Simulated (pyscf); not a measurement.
This saddle point was located with ωB97X-D3(BJ)/def2-SVP in PySCF.

```xyz
5

O     -0.5032     0.5421     0.7465
Al    -0.9137    -0.9917     0.0419
O     -2.4227    -0.1347    -0.0381
H     -1.6920     0.7019     0.4848
H     -0.2810    -2.3712    -0.3179
```
Charge 0, spin multiplicity 2.

Surface: doublet, charge 0. Lowest wavenumbers (cm⁻¹): 2109i, 475, 545, 578, 732.

### Question
Name the species on either side of this saddle.

### Answer
•O–AlH–OH (SMILES [O][AlH][OH]) ⇌ •O–AlH–OH (SMILES [O][AlH][OH]), a hydrogen shift read from left to right: H–O broken and H–O formed. At CCSD(T)/def2-TZVPP + ΔMP2(QZVPP) it lies +36.1 kcal/mol from the left side and +36.1 kcal/mol from the right (each side as separated species at their lowest minima found). The same reactants have a lower exit, to [HO–Al–OH]• (barrier +20.2 kcal/mol at ωB97M-D3(BJ), against +35.7 kcal/mol here). •O–AlH–OH lies 33.8 kcal/mol over its isomer [HO–Al–OH]•, and others may lie lower still (electronic energy, ωB97M-D3(BJ)). One saddle was located; it need not be the lowest between these sides. The CCSD(T) − MP2 part came from Ansatz, without density fitting, on the same reference.
